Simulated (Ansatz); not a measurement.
Geometry optimisation, UHF/def2-SVP (Ansatz).

Input file:

```yaml
crystal:
  periodic: [false, false, false]
  atoms:
    - { symbol: Ge, position_ang: [0.004637, 0.007684, -0.306506] }
    - { symbol: H, position_ang: [0.038226, 0.062472, 2.449704] }
    - { symbol: H, position_ang: [1.465131, -0.000375, -0.766681] }
    - { symbol: H, position_ang: [-0.73162, 1.268459, -0.768422] }
    - { symbol: H, position_ang: [-0.73028, -1.265059, -0.743214] }
    - { symbol: O, position_ang: [-0.026224, -0.042604, 3.410894] }
    - { symbol: H, position_ang: [-0.532672, -0.831677, 3.532726] }
magnetization:
  spin_polarized: true
  initial_magnetization: 1
basis:
  gaussian: { orbitals: def2-SVP }
hamiltonian:
  xc: hf
relax:
  f_tol: 0.03
  max_steps: 50
output:
  orbitals: {}
```

Command:

```bash
$ ansatz run input.yaml --threads 1 --pin off --max-ram 2048MiB --backend cpu --events-out ev --progress --plain --runs-dir out
```

**Question.** Where does it end, and by what steps?

**Answer.** The forces met the threshold. The force dipped under the threshold on the way, but the program's further checks kept it going. After 11 steps the energy has fallen by 0.080 eV; H2 moved furthest, 0.67 Å.

| step | energy less start (eV) | largest force component (eV/Å) | accepted |
| --- | --- | --- | --- |
| 0 | 0.0000 | 1.433 | yes |
| 1 | -0.0524 | 0.542 | yes |
| 2 | -0.0656 | 0.409 | yes |
| 3 | -0.0570 | 0.457 | no |
| 4 | -0.0727 | 0.117 | yes |
| 5 | -0.0759 | 0.033 | yes |
| 6 | -0.0748 | 0.112 | no |
| 7 | -0.0765 | 0.025 | yes |
| 8 | -0.0785 | 0.031 | yes |
| 9 | -0.0797 | 0.053 | yes |
| 10 | -0.0799 | 0.039 | yes |
| 11 | -0.0799 | 0.024 | yes |

```xyz
7
Properties=species:S:1:pos:R:3
Ge 0.017 0.031 -0.654
H 0.122 0.223 3.096
H 1.466 0.003 -1.151
H -0.729 1.270 -1.162
H -0.726 -1.259 -1.022
O -0.069 -0.151 3.942
H -0.593 -0.916 3.759
```

Run time: 13 s on 1 thread of AMD EPYC 7R43 64-Core Processor (Zen 3) (shared host), peak memory 0.16 GiB.
